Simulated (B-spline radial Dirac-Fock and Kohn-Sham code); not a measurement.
X-ray form factors of gadolinium in several charge states

Model: configuration-average Dirac-Fock orbitals. Program: an atomic code on a B-spline grid.

Configurations: Gd¹⁵⁺ [Kr] 4d10 4f3; Gd¹⁶⁺ [Kr] 4d10 4f2; Gd¹⁹⁺ [Kr] 4d9; Gd²⁰⁺ [Kr] 4d8; Gd²²⁺ [Kr] 4d6. The first column is f₀ of Gd¹⁵⁺, the others are differences from it.

```
s (Å⁻¹)   Gd¹⁵⁺  Δ Gd¹⁶⁺  Δ Gd¹⁹⁺  Δ Gd²⁰⁺  Δ Gd²²⁺
      0  49.000   -1.000   -4.000   -5.000   -7.000
    0.1  48.293   -0.951   -3.828   -4.792   -6.725
    0.2  46.274   -0.818   -3.351   -4.214   -5.957
    0.3  43.227   -0.632   -2.673   -3.388   -4.849
    0.4  39.541   -0.434   -1.925   -2.469   -3.599
    0.5  35.619   -0.257   -1.227   -1.600   -2.396
    0.7  28.347   -0.032   -0.252   -0.355   -0.608
    0.9  22.909   +0.039   +0.128   +0.154   +0.183
    1.1  19.344   +0.037   +0.163   +0.211   +0.304
    1.4  16.118   +0.019   +0.073   +0.079   +0.098
```

Values without a named source are computed, but for edge energies of neutral atoms, which are taken from tables.
